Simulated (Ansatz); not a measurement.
Cartesian coordinates (Å):
```xyz
4

Zn    -0.0915     0.0870     0.0650
F      0.7791     0.9283    -1.1857
O     -0.8736    -0.8636     1.3395
H     -1.7177    -0.4648     1.6197
```
Charge 0, spin multiplicity 1.

All values below come from frozen-core CCSD(T)/def2-TZVPP // TPSS-D3(BJ)/def2-SVP run with Ansatz (an electronic-structure program).

```json
{
 "HF energy": "-1952.80973 Ha",
 "MP2 correlation energy": "-1.33420 Ha"
}
```

Problem. Estimate the CCSD correlation energy, the (T) correction, the total energy and the T1 diagnostic.

Solution. 
```yaml
CCSD correlation energy: -1.24997 Ha
"(T) correction": -0.03281 Ha
CCSD(T) total energy: -1954.09252 Ha
T1 diagnostic: 0.017
```
